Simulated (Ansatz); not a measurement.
Breaking the Mg1–H2 bond in BrHMg (SMILES [MgH][Br]) (multiplicity 1 held, fragments rigid). Energies count from the point at 1.681 Å.
Geometry at that point (charge 0, multiplicity 1):
```
atom   x (Å)   y (Å)    z (Å)
----  ------  ------  -------
Mg    0.0000  0.0000  -1.6767
H     0.0000  0.0000  -3.3577
Br    0.0000  0.0000   0.6708
```

Signs of static correlation in def2-SVPD, with CASSCF(2,2), from Ansatz (a program for electronic structure) runs.

| R (Å) | T1 of restricted CCSD | ⟨S²⟩ of UHF | largest double amplitude of restricted CCSD | weight of the CASSCF reference in MRCISD | CASSCF natural occupations |
|---|---|---|---|---|---|
| 1.345 | 0.009 | 0.000 | 0.022 | 0.928 | 1.97 0.03 |
| 1.513 | 0.009 | 0.000 | 0.023 | 0.928 | 1.97 0.03 |
| 1.681 | 0.009 | 0.000 | 0.028 | 0.928 | 1.97 0.03 |
| 1.849 | 0.010 | 0.000 | 0.037 | 0.928 | 1.96 0.04 |
| 2.017 | 0.011 | 0.000 | 0.051 | 0.928 | 1.94 0.06 |
| 2.269 | 0.014 | 0.000 | 0.083 | 0.928 | 1.91 0.09 |
| 2.522 | 0.018 | 0.374 | 0.129 | 0.929 | 1.87 0.13 |
| 2.942 | 0.031 | … | 0.238 | 0.930 | 1.75 0.25 |
| 3.362 | … | 0.905 | 0.387 | 0.931 | 1.58 0.42 |
| 3.866 | 0.077 | 0.971 | 0.596 | 0.931 | 1.36 0.64 |
| 4.539 | 0.102 | 0.995 | 0.832 | 0.932 | 1.17 0.83 |
| 5.379 | 0.111 | 1.000 | 0.987 | 0.932 | 1.06 0.94 |

**Question.** Complete the blanks.

**Answer.** 
- 2.942, ⟨S²⟩ of UHF: 0.754
- 3.362, T1 of restricted CCSD: 0.050

Doubts at one or more of the structures used: a restricted determinant that unrestricted orbitals would lower (R-CCSD(T)/def2-SVPD); T1 above 0.05 (R-CCSD(T)/def2-SVPD, U-CCSD(T)/def2-SVPD); other coupled-cluster roots lie near (R-CCSD(T)/def2-SVPD); a spin-contaminated determinant (U-CCSD(T)/def2-SVPD).
